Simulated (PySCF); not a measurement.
## Badger's rule along the second period: bonds to As

CCSD(T) in PySCF with def2-TZVPPD on every atom, for the lowest determinant that a PBE0 search found; no spin–orbit coupling. Badger's rule says that Re = d + c·k^(−1/3) for bonds between atoms of fixed rows.

```
molecule  state (unpaired electrons)  Re (Å)  k (mdyn/Å)
     AsN      singlet (closed shell)   1.630        7.88
     AsO               doublet (π ↑)   1.635           ?
     AsF              triplet (π ↑↑)   1.748           ?
     BAs          triplet (σ ↑, π ↑)   1.864        3.53
```

**Question.** Fix c and d from AsN and BAs.

**Answer.** c = (1.864 − 1.63)/(3.53^(−1/3) − 7.88^(−1/3)) = 1.517, d = 1.63 − c·7.88^(−1/3) = 0.868 Å.

**Question.** Predict k of the others and set the computed values beside them.

**Answer.** 

```
molecule  k by the rule  k computed  difference (%)
     AsO           7.73        7.20               7
     AsF           5.12        4.20              22
```

The rule misses by 14 % on average; it knows nothing of spin state or of how ionic a bond is, and both change along this series.

Correlated steps freeze 10 core orbitals. UHF and ROHF references stand side by side, which adds small steps between rows. States were picked by a PBE0 search and need not be the measured ground states.
